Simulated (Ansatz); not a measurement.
Ansatz (a program for electronic structure) input:

Ansatz 0.2 input:
```yaml
crystal:
  periodic: [false, false, false]
  atoms:
    - {symbol: Si, position_ang: [-0.12661692, -0.06757862, 0.58733853]}
    - {symbol: C, position_ang: [-1.98272388, -0.26407255, 0.43543371]}
    - {symbol: Cl, position_ang: [0.79823499, -1.56723095, -0.50515882]}
    - {symbol: Cl, position_ang: [0.42025411, 1.76942482, -0.20273051]}
    - {symbol: H, position_ang: [-2.29066394, -1.23324243, 0.82868354]}
    - {symbol: H, position_ang: [-2.49006583, 0.52699339, 0.98822806]}
    - {symbol: H, position_ang: [-2.26460464, -0.20051089, -0.61813465]}
basis:
  gaussian:
    orbitals: def2-TZVPD
hamiltonian:
  xc: {name: B97M-V}
magnetization: {spin_polarized: true, initial_magnetization: 1}
output: {forces: true}
```

### Question
Which total energy does the run end on?

### Answer
-1249.61757 Eh (B97M-V/def2-TZVPD). The basis has 199 functions.

It need not be the lowest isomer of its formula.
